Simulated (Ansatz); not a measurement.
Computed with Ansatz (a program for electronic structure) with frozen-core CCSD(T)/cc-pVTZ // PBE-D3(BJ)/def2-TZVP.

Ansatz 0.2 input:
```yaml
crystal:
  periodic: [false, false, false]
  atoms:
    - { symbol: Si, position_ang: [-1.560565, 0.162905, 0.01701] }
    - { symbol: N, position_ang: [-0.016548, -0.571758, -0.301449] }
    - { symbol: Si, position_ang: [1.566901, 0.043701, 0.071426] }
    - { symbol: H, position_ang: [-2.489302, -0.076153, -1.132468] }
    - { symbol: H, position_ang: [-2.231918, -0.366831, 1.249398] }
    - { symbol: H, position_ang: [-1.324882, 1.625982, 0.196377] }
    - { symbol: H, position_ang: [-0.047736, -1.537742, -0.625008] }
    - { symbol: H, position_ang: [1.437144, 1.520705, 0.24445] }
    - { symbol: H, position_ang: [2.51412, -0.266843, -1.045418] }
    - { symbol: H, position_ang: [2.152785, -0.533966, 1.32568] }
basis:
  gaussian: { orbitals: cc-pVTZ }
correlation:
  method: ccsd_t
```

Output:

```
Functional definition: HF
1111 factors; integrals over basis functions are off by at most 9.5e-4 eV
mean field evaluation 1: about -17316.4975 eV, gradient 3.4e1 eV
mean field evaluation 2: about -17316.6852 eV, gradient 3.4e1 eV
mean field evaluation 4: about -17319.5073 eV, gradient 3.5e0 eV
mean field evaluation 8: about -17319.5530 eV, gradient 8.3e-2 eV
mean field evaluation 16: about -17318.5073 eV, gradient 1.9e1 eV
mean field -17319.55305700 eV, -636.4818352302 hartree, gradient 2.4e-6 eV, S^2 0.000000; 0 other end points of the search recorded, 0 dependent functions left out
11 core orbitals not correlated
reference -17319.55305700 eV, -636.4818352302 hartree; 10, 10 occupied and 175, 175 virtual orbitals, 1111 factors
second order -12.85499035 eV of doubles, -0.00000000 eV of singles
cycle   1  -13.69385980 eV  change   -8.4e-1 eV  update   8.3e-2
cycle   2  -14.14138887 eV  change   -4.5e-1 eV  update   2.6e-2
cycle   3  -14.19240697 eV  change   -5.1e-2 eV  update   9.6e-3
cycle   4  -14.18642138 eV  change    6.0e-3 eV  update   2.5e-3
cycle   5  -14.18667620 eV  change   -2.5e-4 eV  update   8.7e-4
cycle   6  -14.18647740 eV  change    2.0e-4 eV  update   2.3e-4
cycle   7  -14.18642760 eV  change    5.0e-5 eV  update   6.3e-5
cycle   8  -14.18644850 eV  change   -2.1e-5 eV  update   2.5e-5
perturbative correction -0.47587727 eV, -0.0174881672 hartree
Total energy: -17334.21538278 eV, -637.0206657638 hartree
```

Cost: roughly 80 core-seconds.
